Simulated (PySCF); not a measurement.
From one molecule to another.

First species: tiglic acid, C₅H₈O₂.
Numbering: `[CH3:1]/[CH:2]=[C:3](\[CH3:4])[C:5](=[O:6])[OH:7]` (hydrogens: H8, H9, H10 on C1; H11 on C2; H12, H13, H14 on C4; H15 on O7)

Second species: C4H7F.
InChI=1S/C4H7F/c1-3-4(2)5/h3-4H,1H2,2H3/t4-/m0/s1

Levels: CAM-B3LYP/def2-SVPD for dipole moment, HOMO energy, LUMO energy, HOMO–LUMO gap, static isotropic polarisability and electronic spatial extent ⟨r²⟩ about the centre of nuclear charge; TDDFT CAM-B3LYP/def2-SVPD for lowest singlet excitation; TDA CAM-B3LYP/def2-SVPD for lowest triplet excitation (Tamm–Dancoff); ΔSCF CAM-B3LYP/def2-SVPD for vertical ionisation energy; PBE0-D3(BJ)/def2-SVP for rotational constant A and rotational constant C. Geometries: PBE0-D3(BJ)/def2-SVP. Each species is one conformer at its optimised geometry, gas phase, non-relativistic unless stated; the electronic structure was computed with PySCF and density fitting.

Dipoles, sizes and rotational constants follow the conformer. The torsions of the flexible species, by atom-mapped SMILES:
- `[CH3:1]/[CH:2]=[C:3](\[CH3:4])[C:5](=[O:6])[OH:7]`: C2–C3–C5–O6 178°, H–O7–C5–C3 180°
- `[CH2:1]=[CH:2][C@H:3]([CH3:4])[F:5]`: C1–C2–C3–C4 120°

**Question.** Which has the higher T1 energy?

**Answer.** The second: 4.40 eV against 3.70 eV, a difference of 0.70 eV.

**Question.** Which of the two has the higher rotational constant A, and by how much?

**Answer.** The second: 8.196 GHz against 4.528 GHz, a difference of 3.668 GHz.

**Question.** Which has the higher HOMO–LUMO gap?

**Answer.** The second: 10.13 eV against 8.79 eV, a difference of 1.34 eV.

**Question.** Which of the two has the higher dipole moment, and by how much?

**Answer.** The first: 2.52 D against 1.86 D, a difference of 0.66 D.

**Question.** Which of the two has the higher vertical ionisation energy, and by how much?

**Answer.** The second: 10.02 eV against 9.59 eV, a difference of 0.43 eV.

**Question.** Which has the higher ⟨r²⟩?

**Answer.** The first: 871 bohr² against 446 bohr², a difference of 425 bohr².

**Question.** Which of the two has the higher static isotropic polarisability, and by how much?

**Answer.** The first: 70.9 au against 51.7 au, a difference of 19.2 au.

**Question.** Which has the higher S1 energy?

**Answer.** The second: 7.33 eV against 5.28 eV, a difference of 2.05 eV.

On the first: The 10 singlets span 5.28 to 8.42 eV, and their oscillator strengths add up to 0.57. The vertical singlet–triplet gap S1 − T1 is 1.58 eV (TDDFT singlet less Tamm–Dancoff triplet; S1: HOMO−1→LUMO, weight 0.92; T1: HOMO→LUMO, weight 0.93).

On the second: The vertical singlet–triplet gap S1 − T1 is 2.93 eV (TDDFT singlet less Tamm–Dancoff triplet; S1: HOMO→LUMO, weight 0.59; T1: HOMO→LUMO, weight 0.69). No computed singlet falls in the visible range (750 to 380 nm, 1.65 to 3.26 eV); S1 lies 4.07 eV above its blue end.
